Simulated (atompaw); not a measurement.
## Logarithmic derivatives: terbium (Tb), PAW (atompaw)

* Element: terbium (Tb)
* Generator: atompaw 4.2.0.5
* Type: PAW
* Functional: PBE
* Relativity: scalar-relativistic
* Frozen core: [Kr] 4d10
* Valence charge: 19
* Reference configuration: 4f9 5s2 5p6 5d0 6s1.5 6p0 (charge +0.5)
* Partial waves: 5s (bound): rc 2.25 bohr; 6s (bound): rc 2.45 bohr; 5p (bound): rc 2.45 bohr; 6p (bound, empty): rc 2.45 bohr; 5d (bound, empty): rc 2.45 bohr; 5d channel at 1.05 Ry: rc 2.45 bohr; 4f (bound): rc 1.60 bohr; 4f channel at 0.05 Ry: rc 1.60 bohr
* Local potential: ultrasoft scheme with l = 4 at 0 Ry, radius 2.15 bohr
* Core correction: smooth core density matched at 2.00 bohr
* Augmentation charge: besselshape compensation charge, radius 2.20 bohr; PAW radius 2.45 bohr; waves and projectors: custom polynom2 7 10 vanderbiltortho

The phase is arctan(r·u′/u) with u = r·R(r), unwrapped; energies in Ry, scanned from -6 to 5 Ry. A pole is an energy at which the radial function vanishes at the test radius. The pseudo phase is shifted by a multiple of π to meet the all-electron one at the reference energy, and phase errors are pseudo minus all-electron; the curves can meet again beyond the range given. Levels narrower than the energy grid can be missing from the lists of poles.

```json
{"channel": "s", "radius (bohr)": "2.46", "reference energy (Ry)": "-0.45", "poles, all-electron": "-3.51, 4.80", "poles, pseudo": "-3.52, 2.24", "unbroken range about the reference energy with phases within 0.05 rad": "below 0.3", "phase error 1 Ry above the reference energy (rad)": "-0.122"}
{"channel": "p", "radius (bohr)": "2.46", "reference energy (Ry)": "-0.23", "poles, all-electron": "-1.57", "poles, pseudo": "-1.57", "unbroken range about the reference energy with phases within 0.05 rad": "the whole range", "phase error 1 Ry above the reference energy (rad)": "+0.000"}
{"channel": "d", "radius (bohr)": "2.46", "reference energy (Ry)": "-0.29", "poles, all-electron": "1.26", "poles, pseudo": "1.26", "unbroken range about the reference energy with phases within 0.05 rad": "below 4.3", "phase error 1 Ry above the reference energy (rad)": "+0.000"}
{"channel": "f", "radius (bohr)": "2.46", "reference energy (Ry)": "-0.44", "poles, all-electron": "-0.37, 4.84", "poles, pseudo": "-0.37", "unbroken range about the reference energy with phases within 0.05 rad": "below 1.6", "phase error 1 Ry above the reference energy (rad)": "+0.001"}
```

Phases in the p channel:

| E (Ry) | all-electron | pseudo |
| --- | --- | --- |
| -6.00 | 1.379 | 1.379 |
| -5.76 | 1.373 | 1.374 |
| -5.52 | 1.367 | 1.367 |
| -5.28 | 1.359 | 1.360 |
| -5.04 | 1.351 | 1.352 |
| -4.80 | 1.342 | 1.342 |
| -4.56 | 1.331 | 1.331 |
| -4.32 | 1.318 | 1.318 |
| -4.08 | 1.302 | 1.303 |
| -3.84 | 1.283 | 1.283 |
| -3.60 | 1.257 | 1.257 |
| -3.36 | 1.221 | 1.221 |
| -3.12 | 1.167 | 1.167 |
| -2.88 | 1.073 | 1.073 |
| -2.64 | 0.867 | 0.868 |
| -2.40 | 0.217 | 0.218 |
| -2.16 | -0.949 | -0.949 |
| -1.92 | -1.375 | -1.375 |
| -1.68 | -1.530 | -1.530 |
| -1.44 | -1.611 | -1.611 |
| -1.20 | -1.663 | -1.663 |
| -0.96 | -1.704 | -1.704 |
| -0.72 | -1.737 | -1.737 |
| -0.48 | -1.769 | -1.769 |
| -0.24 | -1.800 | -1.800 |
| 0.00 | -1.833 | -1.833 |
| 0.24 | -1.870 | -1.870 |
| 0.48 | -1.913 | -1.913 |
| 0.72 | -1.965 | -1.965 |
| 0.96 | -2.033 | -2.033 |
| 1.20 | -2.124 | -2.124 |
| 1.44 | -2.254 | -2.253 |
| 1.68 | -2.449 | -2.447 |
| 1.92 | -2.746 | -2.744 |
| 2.16 | -3.154 | -3.153 |
| 2.40 | -3.579 | -3.580 |
| 2.64 | -3.903 | -3.906 |
| 2.88 | -4.118 | -4.122 |
| 3.12 | -4.259 | -4.264 |
| 3.36 | -4.356 | -4.361 |
| 3.60 | -4.426 | -4.432 |
| 3.84 | -4.478 | -4.485 |
| 4.08 | -4.519 | -4.527 |
| 4.32 | -4.552 | -4.561 |
| 4.56 | -4.580 | -4.590 |
| 4.80 | -4.603 | -4.614 |
